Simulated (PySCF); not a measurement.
Mg (SMILES [Mg+]), charge +1, doublet. Base run: WB97X/6-31G* run with PySCF.

PySCF was given this input:
```python
from pyscf import gto, scf, dft

mol = gto.M(
    atom='''
Mg    0.00000000    0.00000000    0.00000000
''',
    basis='6-31g*',
    charge=1,
    spin=1,
    verbose=4,
)

mf = dft.UKS(mol)
mf.xc = 'wb97x'
mf.kernel()
```

The base run was repeated with changes; each row names its change, and settings that it needs were set with it.

```csv
change,ΔE vs base (mEh),grid points,electrons on the grid
base,0.000,18584,11.00000
small_rho_cutoff = 0,0.000,18584,11.00000
grids.level = 5,-0.001,41648,11.00000
"grids.atom_grid = (99, 590)",-0.001,29088,11.00000
"grids.atom_grid = (30, 110)",-1.258,2424,11.00002
grids.prune = dft.gen_grid.sg1_prune,0.000,6184,11.00000
"grids.atom_grid = (75, 302)",-0.002,13256,11.00000
grids.prune = off,0.000,34720,11.00000
grids.level = 0,-18.959,1624,11.00441
grids.level = 1,-0.078,6232,11.00000
grids.radi_method = mura_knowles,-0.001,17368,11.00000
```

Open shells are given as the SCF converged; they aren't shown to be the lowest states, and a large step between rows can be another state.
